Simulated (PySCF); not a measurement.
SMILES COC(=O)CC[SiH3] (C₄H₁₀O₂Si) at its GFN2-xTB optimised geometry (Å):

```
17

C      2.3047    -1.7910    -0.5925
O      0.8848    -1.6959    -0.5781
C      0.3697    -0.6114     0.0000
O      1.0443     0.2660     0.4809
C     -1.1314    -0.6114     0.0000
C     -1.6573     0.8172     0.0000
Si    -0.8219     1.9201     1.3233
H      2.7349    -0.9425    -1.1283
H      2.5411    -2.7233    -1.0985
H      2.6942    -1.7971     0.4273
H     -1.4913    -1.1989    -0.8475
H     -1.4455    -1.1205     0.9162
H     -2.7349     0.7900     0.1582
H     -1.4985     1.2535    -0.9867
H     -0.4870     1.1348     2.5087
H      0.2695     2.7233     0.7910
H     -1.8831     2.8620     1.7297
```

Level of theory: B3LYP/def2-SVP in PySCF. Cells within 0.4 Å of a nucleus heavier than hydrogen are left out (blank, or x).

Map of the electrostatic potential (hartree/e), clipped to [-0.08, 0.12] on the plane z = 1.0 Å:

```
|222222222222222222222222223|
|222222222222222222222222223|
|222222222222222222222222223|
|222222222222222222222222222|
|222222223345445322222222222|
|322222236899999832222222222|
|332222249999999931112222222|
|333222359999999721111222222|
|33333336999x999310111222222|
|333333469999999200001122223|
|333345569999996210001122223|
|333445679999985994000122233|
|333445568998869999100122333|
|333344456898889999101223333|
|333344457999999995112233333|
|333334469999999964233333333|
|333334469999899864456544333|
|333334469998677655599964433|
|333333446775555445699964433|
|333333444444444344578754443|
|333333334443333334455544433|
|333333333333333333444444433|
|333333333333333333444444333|
|333333333333333333334433333|
|333333333333333333333333333|
|333333333333333333333333333|
|333333333333333333333333333|
```
Scale: ten equal steps from -0.059 (start of '0') to 0.120 (end of '9'), in the order '0123456789'; x runs from -5.00 to 5.00, y from -5.00 (bottom) to 5.00 (top).
